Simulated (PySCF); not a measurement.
Nuclear quadrupole coupling in Si(vinyl)2(OtBu)2

Si(vinyl)2(OtBu)2, C12H24O2Si.
Structure used (PBE0-D3(BJ)/def2-SVP), in Å, numbered top down from 1:
```
atom  x, y, z in Å
Si1    0.638    0.478    0.407
C2     0.698    0.506    2.273
C3     1.718    1.028    2.965
H4    -0.139    0.070    2.836
H5     2.582    1.479    2.463
H6     1.741    1.037    4.061
C7     2.329    0.837   -0.291
C8     2.539    1.820   -1.174
H9     3.189    0.236    0.033
H10    1.712    2.451   -1.516
H11    3.533    2.036   -1.585
O12   -0.337    1.662   -0.212
C13   -1.749    1.744   -0.373
C14   -2.461    1.102    0.814
C15   -2.074    3.231   -0.451
C16   -2.124    1.035   -1.672
H17   -3.553    1.189    0.707
H18   -2.209    0.033    0.881
H19   -2.167    1.596    1.753
H20   -1.768    3.734    0.478
H21   -3.151    3.394   -0.604
H22   -1.527    3.693   -1.287
H23   -1.851   -0.027   -1.610
H24   -1.580    1.485   -2.515
H25   -3.204    1.117   -1.870
O26   -0.016   -0.977   -0.077
C27    0.525   -2.276   -0.269
C28    1.477   -2.633    0.870
C29   -0.666   -3.226   -0.277
C30    1.248   -2.313   -1.612
H31    1.869   -3.654    0.747
H32    2.338   -1.947    0.901
H33    0.961   -2.574    1.839
H34   -1.199   -3.172    0.684
H35   -0.346   -4.266   -0.443
H36   -1.368   -2.943   -1.075
H37    2.091   -1.606   -1.621
H38    0.558   -2.027   -2.419
H39    1.638   -3.321   -1.825
```

Field gradients from the PBE0/pcSseg-1 density (PySCF, non-relativistic), principal values in atomic units, ordered |Vxx| ≤ |Vyy| ≤ |Vzz|:

```json
{"atom": "O12", "Vxx": "-0.5429", "Vyy": "-1.1655", "Vzz": "1.7084"}
{"atom": "O26", "Vxx": "-0.5156", "Vyy": "-1.2006", "Vzz": "1.7162"}
```

Question: Find the asymmetry η = (Vxx − Vyy)/Vzz and the couplings χ = eQV/h (234.96 MHz × Q in barn × V in au), with Q(17O) = −0.0256 b.

Answer: 
```tsv
atom	environment	nucleus	η	χzz (MHz)	χxx (MHz)	χyy (MHz)
O12	oxygen bonded to C and Si	17O	0.36	-10.28	3.27	7.01
O26	oxygen bonded to C and Si	17O	0.40	-10.32	3.10	7.22
```

The tensor is traceless: Vxx + Vyy + Vzz = 0.

Question: What is Vzz at O26 in SI units (1 au = 9.71736 × 10²¹ V/m²)?

Answer: 1.7162 au = 16.677 × 10²¹ V/m².

Question: And the gradient at the other heavy atoms, for which no coupling is worked out here?

Answer: 
```json
{"atom": "Si1", "environment": "silicon bonded to 2 C and 2 O", "Vzz (au)": "-0.403", "η": "0.99"}
{"atom": "C2", "environment": "carbon bonded to C, Si and H", "Vzz (au)": "0.372", "η": "0.44"}
{"atom": "C3", "environment": "carbon bonded to C and 2 H", "Vzz (au)": "0.369", "η": "0.39"}
{"atom": "C7", "environment": "carbon bonded to C, Si and H", "Vzz (au)": "0.344", "η": "0.46"}
{"atom": "C8", "environment": "carbon bonded to C and 2 H", "Vzz (au)": "0.403", "η": "0.32"}
{"atom": "C13", "environment": "carbon bonded to 3 C and O", "Vzz (au)": "0.419", "η": "0.04"}
{"atom": "C14", "environment": "carbon bonded to C and 3 H", "Vzz (au)": "0.038", "η": "0.61"}
{"atom": "C15", "environment": "carbon bonded to C and 3 H", "Vzz (au)": "0.039", "η": "0.49"}
{"atom": "C16", "environment": "carbon bonded to C and 3 H", "Vzz (au)": "0.049", "η": "0.88"}
{"atom": "C27", "environment": "carbon bonded to 3 C and O", "Vzz (au)": "0.409", "η": "0.05"}
{"atom": "C28", "environment": "carbon bonded to C and 3 H", "Vzz (au)": "0.031", "η": "0.61"}
{"atom": "C29", "environment": "carbon bonded to C and 3 H", "Vzz (au)": "0.041", "η": "0.41"}
{"atom": "C30", "environment": "carbon bonded to C and 3 H", "Vzz (au)": "0.041", "η": "0.49"}
```

Were the hydrogens deuterons (Q(2H) = 0.00286 b), χzz would run from 191 kHz (H18) to 202 kHz (H9, H6, H11 and H4).

One conformer (not necessarily the lowest) at the PBE0-D3(BJ)/def2-SVP geometry, without solvent, vibrations or thermal averaging. These gradients aren't converged with respect to the basis.
